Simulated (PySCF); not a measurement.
C₆H₁₂BO₂ (SMILES CC1(C)O[B]OC1(C)C), doublet, at a GFN2-xTB geometry. Base run: PBE0/STO-3G in PySCF.

PySCF was given this input:
```python
from pyscf import gto, scf, dft

mol = gto.Mole()
mol.atom = '''
    C     1.487109    1.205395   -0.616181
    C     0.774661   -0.074319   -0.170811
    C     1.278228   -1.247321   -1.005151
    O     1.146419   -0.294122    1.210154
    B     0.093936    0.018247    1.998085
    O    -1.028089    0.317107    1.306803
    C    -0.787332    0.071858   -0.098711
    C    -1.537322   -1.215149   -0.451888
    C    -1.367953    1.229892   -0.903367
    H     2.558595    1.065956   -0.492021
    H     1.184620    2.045166    0.004108
    H     1.278370    1.426115   -1.659184
    H     0.923671   -2.194056   -0.610474
    H     2.365032   -1.257414   -0.976972
    H     0.954268   -1.140708   -2.037436
    H    -2.592554   -1.072552   -0.230320
    H    -1.427161   -1.455017   -1.505678
    H    -1.177258   -2.043736    0.152487
    H    -0.978746    2.183358   -0.561010
    H    -1.142171    1.104209   -1.959376
    H    -2.447330    1.241428   -0.773547
'''
mol.basis = 'sto-3g'
mol.charge = 0
mol.spin = 1
mol.verbose = 4
mol.build()

mf = dft.UKS(mol)
mf.xc = 'pbe0'
mf.kernel()
mf.analyze()
```

Variants of this job, named by their change:

| change | ΔE vs base (mEh) | fitting functions | dipole (D) |
|---|---|---|---|
| base | 0.000 | - | 2.16 |
| auxbasis = def2-universal-jkfit | -2.450 | 895 | 2.16 |
| auxbasis = even-tempered beta=3.0 | -22.947 | 333 | 2.18 |
| auxbasis = even-tempered beta=1.6 | -10.486 | 714 | 2.17 |
| auxbasis = def2-svp-ri | -24.373 | 600 | 2.16 |
| only_dfj = on; auxbasis = def2-universal-jfit | -4.435 | 573 | 2.16 |
| auxbasis = def2-universal-jfit | -2.467 | 573 | 2.16 |
| auxbasis = autoaux | -11.130 | 678 | 2.17 |
| auxbasis = cc-pvqz-jkfit | -0.230 | 1566 | 2.16 |
| auxbasis = cc-pvtz-jkfit | -0.310 | 1071 | 2.16 |

A fitting set is made for a task (jfit for Coulomb, jkfit for Coulomb and exchange, ri for correlation) and for a family of orbital bases.

Open shells are given as the SCF converged; they aren't shown to be the lowest states, and a large step between rows can be another state.
